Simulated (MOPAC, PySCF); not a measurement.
CH4O4, SMILES `OC(O)(O)O`, neutral singlet in the gas phase. 

Cartesian coordinates (Å):
SMILES: OC(O)(O)O
```xyz
9

O     -1.1268    -0.4848     0.6459
C     -0.0111    -0.0005    -0.0106
O      1.0928    -0.3411     0.7481
O     -0.0094    -0.5498    -1.2789
O     -0.0008     1.3739    -0.1574
H     -1.0233    -0.2708     1.5789
H      1.8386     0.1642     0.4085
H     -0.2202    -1.4844    -1.1845
H     -0.6407     1.5918    -0.8429
```
Charge 0, spin multiplicity 1.

All levels are single points at this geometry (PBE0-D4/def2-TZVP); Pople sets use spherical d functions. Orbital energies aren't observables, and empty levels follow the basis.

PM7 in MOPAC gives HOMO (eV) = -12.43.

**Question.** Estimate the HOMO (eV) from each of these levels: B3LYP-D3(BJ)/def2-TZVP in PySCF; PBE0-D4/def2-TZVP in PySCF; B3LYP/3-21G in PySCF; B3LYP/6-311+G** in PySCF; B3LYP/6-31G* in PySCF; BP86/6-31G* in PySCF; M06-2X/6-31G* in PySCF; PBE/6-31G* in PySCF; SVWN5/6-31G* in PySCF; HF/6-31G* in PySCF; AM1 in MOPAC; PM6 in MOPAC.

**Answer.** 
```json
[
 {"level": "B3LYP-D3(BJ)/def2-TZVP in PySCF", "HOMO (eV)": "-8.52"},
 {"level": "PBE0-D4/def2-TZVP in PySCF", "HOMO (eV)": "-8.79"},
 {"level": "B3LYP/3-21G in PySCF", "HOMO (eV)": "-7.55"},
 {"level": "B3LYP/6-311+G** in PySCF", "HOMO (eV)": "-8.67"},
 {"level": "B3LYP/6-31G* in PySCF", "HOMO (eV)": "-7.98"},
 {"level": "BP86/6-31G* in PySCF", "HOMO (eV)": "-6.48"},
 {"level": "M06-2X/6-31G* in PySCF", "HOMO (eV)": "-10.20"},
 {"level": "PBE/6-31G* in PySCF", "HOMO (eV)": "-6.35"},
 {"level": "SVWN5/6-31G* in PySCF", "HOMO (eV)": "-6.48"},
 {"level": "HF/6-31G* in PySCF", "HOMO (eV)": "-13.35"},
 {"level": "AM1 in MOPAC", "HOMO (eV)": "-12.65"},
 {"level": "PM6 in MOPAC", "HOMO (eV)": "-12.53"}
]
```
